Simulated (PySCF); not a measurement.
The 12-electron isoelectronic series, non-relativistic

All values are computed (PySCF 2.14, energy differences of UHF-based or UKS calculations, no spin-orbit coupling). Each ion has its own even-tempered basis scaled to its charge (16s10p5d4f for the first); frozen: 1s2. Ionisation energies in eV, correlation energies of the ion in mhartree.

| ion | configuration | UHF | MP2 (outer shells) | CCSD (outer shells) | CCSD(T) (outer shells) | LDA | PBE | PBE0 | E_corr MP2 | E_corr CCSD(T) | NIST (with spin-orbit, Breit and QED) |
| --- | --- | --- | --- | --- | --- | --- | --- | --- | --- | --- | --- |
| Ge²⁰⁺ | [Ne] 3s2 (1S) | 822.59 | 825.33 | 826.08 | 826.13 | 825.76 | 826.34 | 825.69 | -412.8 | -445.0 | 837.1 ± 1 (s) |
| Se²²⁺ | [Ne] 3s2 (1S) | 971.20 | 974.07 | 974.89 | 974.93 | 974.48 | 975.19 | 974.47 | -418.4 | -452.8 | 989.6 ± 1.3 (s) |
| Br²³⁺ | [Ne] 3s2 (1S) | 1050.0 | 1053.0 | n/a | n/a | 1053.4 | 1054.1 | 1053.4 | -421.2 | n/a | 1070.6 ± 1.4 (s) |
| Kr²⁴⁺ | [Ne] 3s2 (1S) | 1131.9 | 1134.9 | 1135.8 | 1135.9 | 1135.3 | 1136.1 | 1135.4 | -424.0 | -460.6 | 1155 ± 1.6 (s) |
| Sr²⁶⁺ | [Ne] 3s2 (1S) | 1304.7 | 1307.8 | 1308.8 | 1308.8 | 1308.2 | 1309.2 | 1308.3 | -428.7 | -467.9 | 1333.4 ± 1.9 (s) |
| Zr²⁸⁺ | [Ne] 3s2 (1S) | 1489.6 | 1492.9 | 1493.9 | 1493.9 | 1493.2 | 1494.3 | 1493.4 | -434.4 | -475.7 | 1525.1 ± 2.2 (s) |
| Mo³⁰⁺ | [Ne] 3s2 (1S) | 1686.6 | 1690.0 | 1691.1 | 1691.1 | 1690.3 | 1691.5 | 1690.6 | -439.0 | -482.8 | 1730.1 ± 2.5 (s) |
| Ru³²⁺ | [Ne] 3s2 (1S) | 1895.7 | 1899.2 | 1900.3 | 1900.4 | 1899.4 | 1900.8 | 1899.8 | -444.8 | -490.5 | 1949 ± 3 (s) |
| Pd³⁴⁺ | [Ne] 3s2 (1S) | 2116.8 | 2120.4 | 2121.7 | 2121.7 | 2120.7 | 2122.2 | 2121.1 | -449.8 | -497.9 | 2181 ± 3 (s) |
| Cd³⁶⁺ | [Ne] 3s2 (1S) | 2350.1 | 2353.8 | 2355.1 | 2355.2 | 2354.0 | 2355.7 | 2354.5 | -455.0 | -505.4 | 2427 ± 3 (s) |

Each ion has its own basis, which adds noise of up to about 0.1 % along the series.

NIST values marked (s) are semi-empirical, (t) theoretical. Open shells are high-spin determinants of the terms that Hund's rules give.

All relativistic terms are absent from the calculated values; where these lie close to NIST, scalar and spin-orbit shifts of opposite sign can cancel.
